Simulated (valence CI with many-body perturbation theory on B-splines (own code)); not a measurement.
E1 transitions of Pt VIII

Method: relativistic CI+MBPT: three valence electrons over a frozen Dirac-Fock core [Xe] 4f14, a basis of 7 s, 7 p, 8 d, 6 f, 4 g, 1 h functions for each j, with the one-electron correlation potential Σ1 (screened to all orders), the two-electron term Σ2, the three-electron term Σ3, Breit, model QED; selected single and double excitations, second order for the rest, scaled by the run's own slope (own B-spline code, finite nucleus).

No measured spectrum was set against this ion. As an estimate, terms of the open shell hold to 2 to 4 % of their energy, and close levels can change places; different configurations can be misplaced against each other by 1,000 to 8,000 cm⁻¹. The list stops below the first excitations out of the core.

Lines 101 to 150 of 436 in falling wavelength, among levels below 39.955 eV, chosen from the strongest by gf and those to the six lowest levels. Wavelengths and rates use the calculated energies, so an error of 2000 cm⁻¹ moves a line at 1056 Å by 2.1 % and its rate by three times that or more. Electric multipoles are in the length gauge, E1 and E2 with the static RPA response of the core. Weak lines are less certain than strong ones. Lines between different terms over intervals too small for the method are left out, as are lines whose strength nearly cancels. The highest levels of a list are the least certain.

Levels are named by their leading jj configuration (3d3/2^4 stands for four electrons in 3d with j = 3/2), which in mixed levels can hold well under half, so a name can repeat and another be missing. Letters in brackets count levels of one name in rising energy.

| λ vac (Å) | Upper | Lower | A (s⁻¹) | S (a.u.) |
| --- | --- | --- | --- | --- |
| 1056 | (5d5/2^2 6p1/2) J=5/2 | (5d5/2^2 6s) J=5/2 | 4.44e+08 | 1.55e+00 |
| 1048 | (5d3/2 5d5/2 6p1/2) J=9/2 | (5d3/2 5d5/2 6s) J=9/2 | 8.56e+08 | 4.87e+00 |
| 1048 | (5d3/2 5d5/2 6p1/2) J=5/2 [a] | (5d3/2 5d5/2 6s) J=7/2 [a] | 1.01e+09 | 3.45e+00 |
| 1044 | (5d3/2^2 6p3/2) J=5/2 | (5d3/2 5d5/2 6s) J=3/2 [b] | 3.44e+06 | 1.16e-02 |
| 1043 | (5d3/2^2 6p3/2) J=5/2 | (5d3/2 5d5/2 6s) J=7/2 [b] | 1.89e+05 | 6.35e-04 |
| 1033 | (5d3/2 5d5/2 6p3/2) J=9/2 | (5d5/2^2 6s) J=7/2 | 2.26e+08 | 1.23e+00 |
| 1027 | (5d3/2 5d5/2 6p1/2) J=3/2 [b] | (5d3/2 5d5/2 6s) J=5/2 [b] | 2.74e+08 | 5.86e-01 |
| 1026 | (5d3/2 5d5/2 6p1/2) J=7/2 [b] | (5d3/2 5d5/2 6s) J=9/2 | 1.11e+09 | 4.72e+00 |
| 1026 | (5d3/2^2 6p3/2) J=7/2 | (5d3/2 5d5/2 6s) J=7/2 [b] | 9.27e+05 | 3.95e-03 |
| 1025 | (5d3/2 5d5/2 6p3/2) J=7/2 | (5d5/2^2 6s) J=7/2 | 5.93e+07 | 2.53e-01 |
| 1024 | (5d3/2 5d5/2 6p3/2) J=7/2 | (5d5/2^2 6s) J=5/2 | 2.11e+07 | 8.94e-02 |
| 1024 | (5d3/2 5d5/2 6p3/2) J=5/2 | (5d5/2^2 6s) J=7/2 | 7.22e+06 | 2.30e-02 |
| 1023 | (5d3/2 5d5/2 6p3/2) J=5/2 | (5d5/2^2 6s) J=5/2 | 1.45e+08 | 4.58e-01 |
| 1023 | (5d3/2 5d5/2 6p1/2) J=3/2 [b] | (5d3/2 5d5/2 6s) J=3/2 [a] | 6.19e+08 | 1.31e+00 |
| 1017 | (5d3/2^2 6p1/2) J=3/2 | (5d3/2^2 6s) J=3/2 | 4.46e+08 | 9.24e-01 |
| 1013 | (5d3/2 5d5/2 6p1/2) J=3/2 [a] | (5d3/2 5d5/2 6s) J=5/2 [a] | 4.01e+07 | 8.25e-02 |
| 1012 | (5d3/2^2 6p3/2) J=1/2 | (5d3/2 5d5/2 6s) J=3/2 [b] | 5.75e+07 | 5.88e-02 |
| 1010 | (5d3/2 5d5/2 6p1/2) J=3/2 [a] | (5d3/2^2 6s) J=1/2 | 8.49e+07 | 1.73e-01 |
| 1005 | (5d3/2^2 6p3/2) J=3/2 | (5d3/2 5d5/2 6s) J=5/2 [b] | 5.91e+07 | 1.18e-01 |
| 1001 | (5d3/2 5d5/2 6p3/2) J=9/2 | (5d5/2^2 6s) J=9/2 | 1.55e+08 | 7.69e-01 |
| 1000 | (5d3/2^2 6p3/2) J=3/2 | (5d3/2 5d5/2 6s) J=3/2 [a] | 1.06e+05 | 2.09e-04 |
| 996.4 | (5d3/2 5d5/2 6p1/2) J=5/2 [b] | (5d3/2 5d5/2 6s) J=5/2 [a] | 1.07e+08 | 3.13e-01 |
| 996.1 | (5d3/2 5d5/2 6p1/2) J=1/2 | (5d3/2^2 6s) J=1/2 | 4.00e+07 | 3.90e-02 |
| 993.9 | (5d3/2 5d5/2 6p3/2) J=7/2 | (5d5/2^2 6s) J=9/2 | 8.09e+07 | 3.14e-01 |
| 992.1 | (5d3/2^2 6p3/2) J=5/2 | (5d3/2 5d5/2 6s) J=5/2 [b] | 2.23e+08 | 6.43e-01 |
| 987.7 | (5d3/2^2 6p3/2) J=5/2 | (5d3/2 5d5/2 6s) J=3/2 [a] | 7.00e+07 | 2.00e-01 |
| 985.9 | (5d3/2 5d5/2 6p1/2) J=7/2 [b] | (5d3/2 5d5/2 6s) J=5/2 [a] | 1.44e+07 | 5.45e-02 |
| 979.6 | (5d5/2^2 6p1/2) J=3/2 | (5d3/2 5d5/2 6s) J=1/2 | 4.24e+05 | 7.87e-04 |
| 976.4 | (5d3/2^2 6p3/2) J=7/2 | (5d3/2 5d5/2 6s) J=5/2 [b] | 4.62e+06 | 1.70e-02 |
| 966.8 | (5d5/2^2 6p1/2) J=7/2 | (5d3/2 5d5/2 6s) J=7/2 [b] | 1.77e+08 | 6.33e-01 |
| 960.1 | (5d5/2^2 6p1/2) J=9/2 | (5d3/2 5d5/2 6s) J=7/2 [b] | 7.49e+07 | 3.27e-01 |
| 959.1 | (5d3/2^2 6p3/2) J=1/2 | (5d3/2 5d5/2 6s) J=3/2 [a] | 6.34e+06 | 5.52e-03 |
| 958.2 | (5d3/2 5d5/2 6p1/2) J=3/2 [b] | (5d3/2 5d5/2 6s) J=5/2 [a] | 2.48e+08 | 4.30e-01 |
| 956.4 | (5d3/2 5d5/2 6p1/2) J=9/2 | (5d3/2 5d5/2 6s) J=7/2 [a] | 1.56e+08 | 6.74e-01 |
| 955.3 | (5d3/2 5d5/2 6p1/2) J=3/2 [b] | (5d3/2^2 6s) J=1/2 | 8.15e+07 | 1.40e-01 |
| 948.0 | (5d3/2^2 6p3/2) J=7/2 | (5d3/2 5d5/2 6s) J=9/2 | 6.82e+07 | 2.29e-01 |
| 947.2 | (5d3/2 5d5/2 6p1/2) J=5/2 [b] | (5d3/2 5d5/2 6s) J=7/2 [a] | 1.78e+08 | 4.49e-01 |
| 943.8 | (5d3/2 5d5/2 6p1/2) J=7/2 [a] | (5d3/2^2 6s) J=5/2 | 3.93e+08 | 1.30e+00 |
| 938.5 | (5d3/2^2 6p3/2) J=3/2 | (5d3/2 5d5/2 6s) J=5/2 [a] | 9.36e+07 | 1.53e-01 |
| 937.7 | (5d3/2 5d5/2 6p1/2) J=7/2 [b] | (5d3/2 5d5/2 6s) J=7/2 [a] | 3.33e+07 | 1.09e-01 |
| 935.7 | (5d3/2^2 6p3/2) J=3/2 | (5d3/2^2 6s) J=1/2 | 8.35e+07 | 1.35e-01 |
| 931.7 | (5d3/2 5d5/2 6p1/2) J=5/2 [a] | (5d3/2^2 6s) J=5/2 | 1.08e+08 | 2.58e-01 |
| 931.5 | (5d5/2^2 6p1/2) J=3/2 | (5d3/2 5d5/2 6s) J=3/2 [b] | 3.42e+07 | 5.46e-02 |
| 927.4 | (5d3/2^2 6p3/2) J=5/2 | (5d3/2 5d5/2 6s) J=5/2 [a] | 3.67e+07 | 8.68e-02 |
| 925.6 | (5d5/2^2 6p1/2) J=5/2 | (5d3/2 5d5/2 6s) J=3/2 [b] | 2.06e+08 | 4.85e-01 |
| 925.0 | (5d5/2^2 6p1/2) J=5/2 | (5d3/2 5d5/2 6s) J=7/2 [b] | 6.35e+07 | 1.49e-01 |
| 923.1 | (5d5/2^2 6p1/2) J=7/2 | (5d3/2 5d5/2 6s) J=5/2 [b] | 2.15e+07 | 6.68e-02 |
| 913.8 | (5d3/2^2 6p3/2) J=7/2 | (5d3/2 5d5/2 6s) J=5/2 [a] | 2.61e+08 | 7.88e-01 |
| 906.5 | (5d3/2 5d5/2 6p3/2) J=9/2 | (5d3/2 5d5/2 6s) J=7/2 [b] | 6.08e+05 | 2.23e-03 |
| 900.8 | (5d3/2 5d5/2 6p3/2) J=7/2 | (5d3/2 5d5/2 6s) J=7/2 [b] | 2.05e+08 | 5.92e-01 |
